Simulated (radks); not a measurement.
Problem. Radial electron density D(r) = 4 pi r^2 rho(r) of an atom or ion with 13 electrons. Method: Dirac Kohn-Sham, BLYP, spin-unpolarised, spherical densities, finite nucleus; Fermi nuclear charge, rms radius of each element as measured or else 0.836 A^(1/3) + 0.57 fm; computed with a radial shooting solver on a logarithmic mesh with Libxc functionals.

r (bohr)  D(r) (e/bohr)
0.01228           2.431
0.01396           2.993
0.01574           3.615
0.01775           4.339
0.02017           5.231
0.02274           6.182
0.02585           7.313
0.02914           8.471
0.03286           9.700
0.03735           11.05
0.04211           12.30
0.04786           13.54
0.05396           14.54
0.06084           15.31
0.06915           15.78
0.07796           15.83
0.08861           15.45
0.09991           14.71
0.1136            13.59
0.128             12.39
0.1444            11.22
0.1641            10.23
0.185             9.742
0.2102            9.800
0.237             10.40
0.2673            11.41
0.3038            12.66
0.3425            13.69
0.3893            14.29
0.4389            14.16
0.4988            13.19
0.5624            11.59
0.6341            9.542
0.7207            7.212
0.8126            5.206
0.9236            3.517
1.041             2.462
1.174             1.888
1.334             1.667
1.505             1.652
1.71              1.664
1.928             1.597
2.174             1.417
2.471             1.131
2.786            0.8300
3.166            0.5358
3.57             0.3201
4.057            0.1643
4.574           0.07806
5.158           0.03268
5.862           0.01110
6.609          0.003457
7.512         0.0008303
8.47          0.0001795

What is the nuclear charge?

Solution. Z = 14. The innermost maximum, from 1s, lies near gamma/Z bohr with gamma = sqrt(1 - (Z/c)^2) = 0.995, here 0.0711 bohr (found: 0.0749), and its height grows with Z. The density is that of the silicon ion Si+ in [Ne] 3s2 3p1; the configuration itself is not fixed sharply by these data, and Z only to about a unit. D(r) has 3 maxima, at r = 0.0749, 0.405, 1.67 bohr, and minima at 0.196, 1.43 bohr, inside which lie 2.20, 10.47 electrons.
